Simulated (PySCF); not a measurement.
Species: C₆H₉FOS.
SMILES with atom numbers: `[CH3:1][S@@:2](=[O:3])[C@:4]12[CH2:5][C@H:6]([CH2:7]1)[C@H:8]2[F:9]` (hydrogens: H10, H11, H12 on C1; H13, H14 on C5; H15 on C6; H16, H17 on C7; H18 on C8)

Geometry (PBE0-D3(BJ)/def2-SVP, Å), atoms numbered from 1 in this order:
```xyz
18
C6H9FOS angstrom
C      2.4432    0.0488    0.2289
S      1.1508   -0.8132    1.1639
O      0.9483   -0.0477    2.4412
C     -0.2047   -0.3032    0.0878
C     -0.6064    1.1385   -0.3081
C     -1.6791    0.2075   -0.9292
C     -1.6858   -0.5665    0.4091
C     -0.5396   -0.7359   -1.3450
F      0.3107   -0.3176   -2.3267
H      2.2325    1.1255    0.2930
H      2.4436   -0.2961   -0.8151
H      3.4005   -0.1765    0.7174
H     -0.9311    1.7793    0.5227
H      0.0567    1.6605   -1.0092
H     -2.5480    0.5033   -1.5332
H     -2.0215   -1.6150    0.3905
H     -2.0703   -0.0229    1.2816
H     -0.7820   -1.7970   -1.5170
```

Computed with PySCF at wB97X-D/def2-SVPD, non-relativistic, on one gas-phase PBE0-D3(BJ)/def2-SVP geometry that isn't relaxed in the solvent. The solvent is an IEF-PCM continuum (van der Waals radii × 1.2), and excitations are vertical TDDFT with non-equilibrium linear response and a frozen core. Only the electrostatic response of the medium enters.

Gas-phase singlets (H = HOMO, L = LUMO):

| state | E (eV) | λ (nm) | f | leading configuration |
| --- | --- | --- | --- | --- |
| S1 | 5.800 | 214 | 0.009 | H→L+1 55% |
| S2 | 6.134 | 202 | 0.061 | H→L 67% |
| S3 | 6.755 | 184 | 0.008 | H-1→L+1 51% |
| S4 | 6.804 | 182 | 0.033 | H→L+2 42% |
| S5 | 7.301 | 170 | 0.017 | H-1→L 49% |

Q: Give the list for benzene (ε = 2.271), n² = 2.25.

A: 
```json
{"state": "S1", "E (eV)": "5.857", "λ (nm)": "212", "f": "0.013", "leading configuration": "H→L 80%", "change by rank (eV)": "+0.057"}
{"state": "S2", "E (eV)": "6.256", "λ (nm)": "198", "f": "0.090", "leading configuration": "H→L+1 67%", "change by rank (eV)": "+0.122"}
{"state": "S3", "E (eV)": "6.838", "λ (nm)": "181", "f": "0.009", "leading configuration": "H-1→L 77%", "change by rank (eV)": "+0.083"}
{"state": "S4", "E (eV)": "6.915", "λ (nm)": "179", "f": "0.048", "leading configuration": "H→L+2 64%", "change by rank (eV)": "+0.111"}
{"state": "S5", "E (eV)": "7.428", "λ (nm)": "167", "f": "0.030", "leading configuration": "H-1→L+1 44%", "change by rank (eV)": "+0.127"}
```

Q: How does the list change in chloroform (ε = 4.711)?

A: 
| state | E (eV) | λ (nm) | f | leading configuration | change by rank (eV) |
| --- | --- | --- | --- | --- | --- |
| S1 | 5.899 | 210 | 0.012 | H→L 80% | +0.099 |
| S2 | 6.350 | 195 | 0.091 | H→L+1 70% | +0.216 |
| S3 | 6.889 | 180 | 0.009 | H-1→L 78% | +0.134 |
| S4 | 7.001 | 177 | 0.048 | H→L+2 67% | +0.197 |
| S5 | 7.503 | 165 | 0.035 | H-1→L+1 39% | +0.202 |

Q: The ground-state energy changes by -0.314 eV from gas to chloroform. By how much does the total energy of gas-phase S1 change?

A: E(S1) = E(S0) + excitation energy, so it changes by -0.314 + 0.099 = -0.215 eV: it is lowered less than the ground state, which is what a blue shift means. This is the vertical state, with the slow part of the continuum still set for S0.

Q: How do the frontier levels move from gas to chloroform?

A: 
```json
{"orbital": "LUMO+2", "gas (eV)": "2.18", "solvent (eV)": "2.32", "change (eV)": "+0.14", "Löwdin shares, gas": "S2 44 %, C7 9 %, H16 7 %, O3 6 %", "Löwdin shares, solvent": "S2 59 %, H18 8 %, C8 6 %, H16 6 %"}
{"orbital": "LUMO+1", "gas (eV)": "2.12", "solvent (eV)": "2.18", "change (eV)": "+0.06", "Löwdin shares, gas": "S2 51 %, H18 9 %, C8 8 %, O3 7 %", "Löwdin shares, solvent": "S2 49 %, C1 10 %, O3 6 %, H12 5 %"}
{"orbital": "LUMO", "gas (eV)": "2.05", "solvent (eV)": "2.03", "change (eV)": "-0.02", "Löwdin shares, gas": "S2 44 %, C1 11 %, H12 6 %, H10 5 %", "Löwdin shares, solvent": "S2 58 %, O3 15 %, C1 5 %, C4 4 %"}
{"orbital": "HOMO", "gas (eV)": "-8.58", "solvent (eV)": "-8.75", "change (eV)": "-0.17", "Löwdin shares, gas": "O3 51 %, S2 29 %, C4 6 %, C1 6 %", "Löwdin shares, solvent": "O3 47 %, S2 31 %, C4 7 %, C1 6 %"}
{"orbital": "HOMO-1", "gas (eV)": "-9.57", "solvent (eV)": "-9.75", "change (eV)": "-0.18", "Löwdin shares, gas": "O3 60 %, S2 12 %, C1 9 %, C4 7 %", "Löwdin shares, solvent": "O3 55 %, S2 12 %, C1 10 %, C4 8 %"}
{"orbital": "HOMO-2", "gas (eV)": "-11.46", "solvent (eV)": "-11.29", "change (eV)": "+0.17", "Löwdin shares, gas": "C4 19 %, O3 13 %, C8 13 %, F9 12 %", "Löwdin shares, solvent": "C8 17 %, C5 16 %, F9 12 %, C4 11 %"}
{"orbital": "HOMO-3", "gas (eV)": "-11.56", "solvent (eV)": "-11.37", "change (eV)": "+0.19", "Löwdin shares, gas": "C6 24 %, F9 18 %, C8 17 %, C7 10 %", "Löwdin shares, solvent": "C6 20 %, F9 18 %, C7 14 %, C4 14 %"}
```

The HOMO–LUMO gap goes from 10.63 to 10.78 eV. Rows go by rank; for HOMO-3, HOMO-2, LUMO, LUMO+1 and LUMO+2 the atom shares or the degeneracy differ between the runs, so the row needn't follow one orbital.

The run took about 2.8 min of CPU time (one thread, shared machine). This is the whole response run at wB97X-D/def2-SVPD in chloroform, SCF included.

Note: wB97X-D ran without an empirical dispersion term, which enters the total energy and its gradient alone.
